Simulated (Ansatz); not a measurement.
`OB(F)F` → B• + 2 F• + H• + O•  (atomization)

Isolated molecules relaxed with PBE0-D4/def2-TZVP in Ansatz; ΔE leaves out vibrations. CCSD(T)/CBS is extrapolated from def2-TZVPP and def2-QZVPP, frozen cores. DFT in def2-TZVPP. Open shells (•) are unrestricted, without spin–orbit coupling. Spin–orbit coupling would lower the free atoms: a little for B, F, O. Each species was taken in one conformer, which may not be the lowest.

```
             level  ΔE (kJ/mol)  difference from CCSD(T)/CBS
            PBE-D4       2395.5                         59.5
            B97M-V       2337.0                          1.0
           PBE0-D4       2322.4                        -13.6
          PBE-QIDH       2317.2                        -18.8
            revPBE       2290.2                        -45.8
         CAM-B3LYP       2347.5                         11.5
           LC-ωPBE       2342.0                          6.0
SCS-MP2/def2-TZVPP       2328.3                         -7.7
CCSD(T)/def2-TZVPP       2276.3                        -59.7
     MP2/CBS(def2)       2447.1                        111.1
       CCSD(T)/CBS       2336.0                            0
```

Largest T1 diagnostic among the species: 0.014.

From r2SCAN to r2SCAN0 (25 % exact exchange), in def2-TZVPP and without D4, ΔE moves by −64.0 kJ/mol: exact exchange takes away binding that semilocal exchange gives to molecules. At CCSD(T), def2-SVP lies −104.4 kJ/mol from the extrapolated value and def2-TZVPP −59.7 kJ/mol: correlation converges slowly with the basis, and small sets miss more of it in the bonded molecule than in its fragments. In def2-TZVPP, CCSD(T) changes the Hartree–Fock value by +532.9 kJ/mol (the triples alone add +37.3 kJ/mol) and MP2 by +644.7 kJ/mol; breaking electron pairs costs correlation energy, which Hartree–Fock lacks.

CCSD(T)/CBS has its own doubt, a few kJ/mol and more with outer-core shells, so smaller differences from it don't rank the levels.
